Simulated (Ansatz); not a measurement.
Isolated molecules relaxed with PBE0-D4/def2-TZVP in Ansatz; ΔE leaves out vibrations. CCSD(T)/CBS is the MP2 limit (def2-TZVPP, def2-QZVPP) plus CCSD(T) − MP2 in def2-TZVPP, frozen cores. DFT in def2-TZVPP. B3LYP here is the variant with VWN-RPA as its local correlation; programs differ in this. def2 core potentials past Kr. For I, Sb outer-core shells are correlated without core-valence functions, which leaves a few kJ/mol of doubt a bond. One conformer a species, not always the lowest.

Reaction (substitution at a C–Sb bond): `BC[CH2][SbH2]` + HI → `BCCI` + `[SbH3]`

CCSD(T)/CBS gives +9.0 kJ/mol.

(1) Another level gave +9.2 kJ/mol. Which?
A. SCS-MP2/def2-TZVPP
B. B3LYP/def2-TZVPP
C. B3LYP-D4/def2-TZVPP
D. HF/def2-TZVPP

Largest T1 diagnostic among the species: 0.014.

## Answers

(1) A. SCS-MP2/def2-TZVPP 9.2, B3LYP 1.0, HF/def2-TZVPP -5.9, B3LYP-D4 5.1 kJ/mol.

The D4 term adds +4.2 kJ/mol with B3LYP and +2.4 kJ/mol with PBE0; it sums over pairs of atoms, weighted by their polarisabilities, and B3LYP, whose exchange is more repulsive, gets the larger term. In def2-TZVPP, CCSD(T) changes the Hartree–Fock value by +15.8 kJ/mol (the triples alone add +1.5 kJ/mol) and MP2 by +19.0 kJ/mol.

CCSD(T)/CBS has its own doubt, a few kJ/mol and more with outer-core shells, so smaller differences from it don't rank the levels.
